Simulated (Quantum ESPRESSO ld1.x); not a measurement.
Q: Mo39+, 3 electrons, occupied as [He] 2s1 (the NIST ground configuration). All-electron calculation, scalar-relativistic Kohn-Sham, LDA (Slater exchange, Perdew-Zunger correlation), spin-polarised, spherical densities, point nucleus; open shells are filled with parallel spins first. Program: ld1.x of Quantum ESPRESSO 7.5. Some entries of the table are withheld. Estimate them.

orbital  occ.  eigenvalue (hartree)  <r> (bohr)
1s up       1              -857.028     0.03499
1s down     1              -856.540     0.03498
2s up       1              -207.574         (1)
2s down     0              -205.345         (2)
2p up       0              -201.195      0.1219
2p down     0              -199.223      0.1218
3s up       0              -89.8218      0.3264
3s down     0              -89.1596      0.3285

A: 
(1) 2s up <r> (bohr): 0.1427
(2) 2s down <r> (bohr): 0.1429
